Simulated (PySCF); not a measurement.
Record of a relaxation.

Species: HgMe2, C₂H₆Hg (singlet state).
Bonds: Hg1–C2, Hg1–C6. Hydrogens: H3, H4, H5 on C2; H7, H8, H9 on C6.

Method: PBE0-D3(BJ)/def2-SVP geometry optimisation, gas phase, def2 core potentials past Kr in PySCF 2.14.0; density fitting, grid level 1; the optimiser is geomeTRIC in internal coordinates, started from a GFN2-xTB structure with every atom displaced at random (about 0.03 Å). The frame can shift and turn from step to step; on so coarse a grid that alone can change the energy by a few meV, and forces under 0.02 eV/Å are noise.

Step 0: E = -6342.7607 eV, largest atomic force 3.391 eV/Å
```
atom  x, y, z in Å  |  force x, y, z in eV/Å
Hg1     0.067   -0.067    0.013   -0.473   0.323  -0.187
C2     -0.021   -0.030    2.341    2.613   0.371  -0.955
H3     -0.500    0.896    2.715    0.259  -0.105  -0.289
H4      1.112   -0.101    2.724   -2.475   0.154  -0.728
H5     -0.597   -0.879    2.686   -0.165  -0.570   0.107
C6     -0.008    0.032   -2.355    2.096  -1.449   2.237
H7     -0.989    0.013   -2.729   -1.864  -0.015  -0.402
H8      0.559   -0.851   -2.747   -0.369   0.444   0.334
H9      0.510    0.918   -2.673    0.379   0.848  -0.117
```

Step 1: E = -6343.2741 eV, largest atomic force 1.943 eV/Å
```
atom  x, y, z in Å  |  force x, y, z in eV/Å
Hg1     0.056   -0.052    0.009   -0.366   0.243  -0.205
C2     -0.005   -0.030    2.255    1.107   0.008  -1.125
H3     -0.478    0.896    2.617    0.099  -0.008  -0.107
H4      1.065   -0.096    2.618   -1.025   0.056  -0.213
H5     -0.584   -0.892    2.600   -0.006  -0.171   0.059
C6      0.004    0.024   -2.266    0.804  -0.563   1.677
H7     -1.016    0.004   -2.636   -0.459   0.034  -0.067
H8      0.563   -0.853   -2.640   -0.169   0.138   0.051
H9      0.527    0.929   -2.583    0.016   0.261  -0.071
```

Step 2: E = -6343.5657 eV, largest atomic force 0.589 eV/Å
```
atom  x, y, z in Å  |  force x, y, z in eV/Å
Hg1     0.026   -0.025   -0.003   -0.113   0.070   0.005
C2      0.009   -0.031    2.108   -0.293  -0.031  -0.510
H3     -0.461    0.893    2.470    0.015   0.015   0.114
H4      1.034   -0.096    2.469    0.302  -0.021   0.281
H5     -0.569   -0.897    2.459    0.023  -0.002   0.133
C6      0.015    0.017   -2.114    0.206  -0.064   0.442
H7     -1.017    0.000   -2.484   -0.030   0.027  -0.143
H8      0.565   -0.859   -2.486   -0.041  -0.018  -0.160
H9      0.531    0.929   -2.445   -0.070   0.025  -0.163
```

Step 3: E = -6343.5809 eV, largest atomic force 0.168 eV/Å
```
atom  x, y, z in Å  |  force x, y, z in eV/Å
Hg1     0.017   -0.017   -0.003   -0.022   0.019   0.007
C2      0.007   -0.032    2.102    0.008  -0.038  -0.162
H3     -0.459    0.889    2.481    0.004   0.013   0.071
H4      1.036   -0.097    2.487   -0.027   0.001   0.058
H5     -0.567   -0.896    2.470    0.018   0.013   0.060
C6      0.020    0.016   -2.109    0.042   0.015   0.162
H7     -1.011    0.000   -2.494    0.040   0.011  -0.054
H8      0.562   -0.859   -2.497   -0.015  -0.021  -0.073
H9      0.527    0.927   -2.463   -0.047  -0.013  -0.069
```

Step 4: E = -6343.5839 eV, largest atomic force 0.070 eV/Å
```
atom  x, y, z in Å  |  force x, y, z in eV/Å
Hg1     0.013   -0.010   -0.003    0.017  -0.008  -0.009
C2      0.006   -0.033    2.103   -0.064   0.008  -0.027
H3     -0.455    0.885    2.498   -0.003  -0.003   0.004
H4      1.029   -0.099    2.499    0.059  -0.004   0.006
H5     -0.564   -0.895    2.483   -0.004   0.003  -0.005
C6      0.024    0.016   -2.109   -0.017   0.017   0.013
H7     -1.003    0.001   -2.506    0.014  -0.004   0.008
H8      0.560   -0.859   -2.509    0.000  -0.004   0.007
H9      0.522    0.924   -2.483   -0.002  -0.006   0.003
```

Step 5: E = -6343.5840 eV, largest atomic force under 0.02 eV/Å
```
atom  x, y, z in Å  |  force x, y, z in eV/Å
Hg1     0.014   -0.010   -0.003    0.005  -0.001   0.007
C2      0.005   -0.032    2.101    0.003   0.004   0.012
H3     -0.457    0.885    2.497    0.002  -0.003   0.002
H4      1.031   -0.099    2.496   -0.009  -0.001  -0.007
H5     -0.565   -0.895    2.480    0.000   0.000  -0.001
C6      0.025    0.016   -2.106   -0.001   0.005  -0.014
H7     -1.003    0.000   -2.503    0.001  -0.003   0.002
H8      0.560   -0.859   -2.506   -0.001   0.000   0.001
H9      0.522    0.924   -2.481    0.001  -0.001  -0.002
```

Task: Summarise the path.

Result: The energy falls by 0.8233 eV from step 0 to step 5; nine tenths of that is first reached at step 2. It falls at every step. The largest force goes from 3.391 to under 0.02 eV/Å. Among the bonds Hg1–C6 changes most, from 2.371 to 2.103 Å; the atoms move by 0.217 Å rms after alignment.

Task: Follow the three bonds and two angles with the largest change from start to end.

Result: 
```json
{"step": "0", "E above end (eV)": "0.8233", "largest force (eV/Å)": "3.391", "Hg1–C6 (Å)": "2.371", "Hg1–C2 (Å)": "2.330", "C2–H4 (Å)": "1.197", "C2–Hg1–C6 (°)": "174.9", "Hg1–C2–H4 (°)": "106.4"}
{"step": "1", "E above end (eV)": "0.3099", "largest force (eV/Å)": "1.943", "Hg1–C6 (Å)": "2.276", "Hg1–C2 (Å)": "2.247", "C2–H4 (Å)": "1.132", "C2–Hg1–C6 (°)": "176.2", "Hg1–C2–H4 (°)": "107.1"}
{"step": "2", "E above end (eV)": "0.0183", "largest force (eV/Å)": "0.589", "Hg1–C6 (Å)": "2.111", "Hg1–C2 (Å)": "2.111", "C2–H4 (Å)": "1.089", "C2–Hg1–C6 (°)": "178.7", "Hg1–C2–H4 (°)": "108.9"}
{"step": "3", "E above end (eV)": "0.0032", "largest force (eV/Å)": "0.168", "Hg1–C6 (Å)": "2.106", "Hg1–C2 (Å)": "2.106", "C2–H4 (Å)": "1.101", "C2–Hg1–C6 (°)": "179.5", "Hg1–C2–H4 (°)": "110.2"}
{"step": "4", "E above end (eV)": "0.0001", "largest force (eV/Å)": "0.070", "Hg1–C6 (Å)": "2.106", "Hg1–C2 (Å)": "2.106", "C2–H4 (Å)": "1.099", "C2–Hg1–C6 (°)": "179.8", "Hg1–C2–H4 (°)": "111.0"}
{"step": "5", "E above end (eV)": "0.0000", "largest force (eV/Å)": "under 0.02", "Hg1–C6 (Å)": "2.103", "Hg1–C2 (Å)": "2.104", "C2–H4 (Å)": "1.101", "C2–Hg1–C6 (°)": "179.9", "Hg1–C2–H4 (°)": "110.8"}
```

The cost below is that of the whole optimisation. On Arm Neoverse V1, one thread, no GPU, shared host with 32 logical CPUs at a one-minute load of 11, this took 19 s and 0.36 GiB of memory at its peak.
